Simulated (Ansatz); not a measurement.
Born–Oppenheimer molecular dynamics of ClGaH3NO (7 atoms, charge 0, multiplicity 1). It starts from a relaxed structure.

These are results of RKS PBE/def2-SVP in Ansatz, not measurements.

```json
{
 "ensemble": "NVT, Langevin thermostat",
 "time step": "0.5 fs",
 "steps asked": "150",
 "set temperature": "700 K",
 "friction": "0.01 /fs",
 "seed": "149346"
}
```

First frame:

```xyz
7
Properties=species:S:1:pos:R:3
Ga -0.096 0.000 -0.018
O 0.048 -0.299 1.748
H -0.825 -0.353 2.178
Cl 1.766 0.339 -1.046
N -1.664 0.177 -0.936
H -2.512 -0.285 -0.597
H -1.619 0.139 -1.957
```

How far do the bonds stretch over the last three quarters of this one trajectory? (Pairs bonded in most of those frames.)


```json
{"bond": "Ga1–O2", "mean (Å)": "1.803", "spread (Å)": "0.013", "shortest": "1.78", "longest": "1.83"}
{"bond": "Ga1–Cl4", "mean (Å)": "2.191", "spread (Å)": "0.037", "shortest": "2.14", "longest": "2.23"}
{"bond": "Ga1–N5", "mean (Å)": "1.833", "spread (Å)": "0.032", "shortest": "1.80", "longest": "1.91"}
{"bond": "O2–H3", "mean (Å)": "0.980", "spread (Å)": "0.028", "shortest": "0.93", "longest": "1.04"}
{"bond": "N5–H6", "mean (Å)": "1.025", "spread (Å)": "0.019", "shortest": "0.99", "longest": "1.07"}
{"bond": "N5–H7", "mean (Å)": "1.030", "spread (Å)": "0.044", "shortest": "0.95", "longest": "1.09"}
```

Mean temperature of the second half: 436 K. The mean temperature of the second half is 38 % below the set value. A run of 0.075 ps of so small a system gives no equilibrium averages.

Time of the run: 5.5 min on 1 thread of Arm Neoverse V2, on a shared host, peak memory 0.14 GiB.
